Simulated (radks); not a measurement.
Values are calculated unless marked as measured or tabulated.
Q: All-electron atom: Au in [Xe] 4f14 5d10 6s1. Code: a radial shooting solver on a logarithmic mesh with Libxc functionals. Model: Dirac Kohn-Sham, exchange-only B88, spin-unpolarised, spherical densities, point nucleus. Some entries of the table are withheld. Estimate them.

orbital  occ.  eigenvalue (hartree)  <r> (bohr)
1s1/2       2             -2964.324     0.01686
2s1/2       2             -522.5673         (1)
2p1/2       2             -501.0534     0.05798
2p3/2       4             -433.5651     0.06653
3s1/2       2             -123.2898      0.1833
3p1/2       2             -113.6317         (2)
3p3/2       4             -98.73933         (3)
3d3/2       4             -82.72972      0.1648
3d5/2       6             -79.52950      0.1696
4s1/2       2             -26.72151      0.4069
4p1/2       2                   (4)      0.4094
4p3/2       4                   (5)      0.4435
4d3/2       4                   (6)         (7)
4d5/2       6                   (8)         (9)
5s1/2       2              -3.93979      0.9274
4f5/2       6              -3.01353      0.4954
4f7/2       8              -2.87347      0.5024
5p1/2       2              -2.60563       1.004
5p3/2       4              -1.99816       1.104
5d3/2       4              -0.25341        (10)
5d5/2       6              -0.19768        (11)
6s1/2       1              -0.18723       2.917

A: 
(1) 2s1/2 <r> (bohr): 0.07044
(2) 3p1/2 <r> (bohr): 0.1736
(3) 3p3/2 <r> (bohr): 0.1893
(4) 4p1/2 eigenvalue (hartree): -22.60525
(5) 4p3/2 eigenvalue (hartree): -19.03266
(6) 4d3/2 eigenvalue (hartree): -12.30553
(7) 4d3/2 <r> (bohr): 0.4520
(8) 4d5/2 eigenvalue (hartree): -11.64047
(9) 4d5/2 <r> (bohr): 0.4632
(10) 5d3/2 <r> (bohr): 1.581
(11) 5d5/2 <r> (bohr): 1.672
